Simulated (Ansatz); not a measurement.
A run on CH6BFSi (`BC[SiH2]F`) with other settings.

```yaml
crystal:
  periodic: [false, false, false]
  atoms:
    - {symbol: B, position_ang: [-1.664112, 0.583210, -0.046605]}
    - {symbol: C, position_ang: [-0.457381, -0.585193, -0.424149]}
    - {symbol: Si, position_ang: [1.418485, -0.011183, 0.311761]}
    - {symbol: F, position_ang: [2.597751, -1.284075, -0.144311]}
    - {symbol: H, position_ang: [-1.903194, 1.611761, -0.873272]}
    - {symbol: H, position_ang: [-2.343721, 0.517196, 1.107590]}
    - {symbol: H, position_ang: [-0.264199, -0.719630, -1.628692]}
    - {symbol: H, position_ang: [-0.649539, -1.677504, 0.101445]}
    - {symbol: H, position_ang: [1.421700, 0.096984, 1.968055]}
    - {symbol: H, position_ang: [1.937282, 1.411090, -0.368687]}
basis:
  gaussian: {orbitals: cc-pVDZ}
total_charge: -1
magnetization: {spin_polarized: true, initial_magnetization: 1}
hamiltonian: {xc: {name: r2SCAN}}
correlation: {method: rpa}
scf: {lower_state_search: light}
```

```sh
$ ansatz run in.yaml --threads 2 --pin off --events-out ev --progress --plain --max-ram 4352MiB
```

It prints (some lines left out):

```
Functional definition: r2SCAN
  name "r2SCAN"
  cite "Furness, Kaplan, Ning, Perdew & Sun, J. Phys. Chem. Lett. 11, 8208 (2020) doi:10.1021/acs.jpclett.0c02405"
  cite "Furness, Kaplan, Ning, Perdew & Sun, J. Phys. Chem. Lett. 11, 9248 (2020) doi:10.1021/acs.jpclett.0c03077"
  parent r2scan
  parameter k0 = 0.174
  parameter k1 = 0.065
  parameter a1 = 4.9479
  exchange = r2scan_x(k0 = k0, k1 = k1, a1 = a1)
  correlation = r2scan_c
834 factors; integrals over basis functions are off by at most 1.4e-3 eV
mean field evaluation 1: about -12397.3245 eV, gradient 2.6e1 eV
mean field evaluation 2: about -12397.3229 eV, gradient 2.6e1 eV
mean field evaluation 4: about -12401.8502 eV, gradient 3.8e0 eV
mean field evaluation 8: about -12401.9813 eV, gradient 4.4e-1 eV
mean field evaluation 16: about -12401.9829 eV, gradient 8.7e-4 eV
mean field -12401.98287204 eV, -455.7644641815 hartree, gradient 1.7e-6 eV, S^2 0.759883; 1 other end points of the search recorded, 0 dependent functions left out
8 core orbitals not correlated: weight in the atoms' cores, before any rotation towards them, 1.000 or more for the frozen orbitals, at most 0.000 for the correlated occupied ones
reference -12362.93179031 eV, -454.3293633977 hartree; 13, 12 occupied and 69, 70 virtual orbitals, 834 factors
Total energy: -12387.01889152 eV, -455.2145480405 hartree
```

Run time 6 s (2 threads of an Arm Neoverse V2 on a shared host); peak host memory 0.43 GiB.
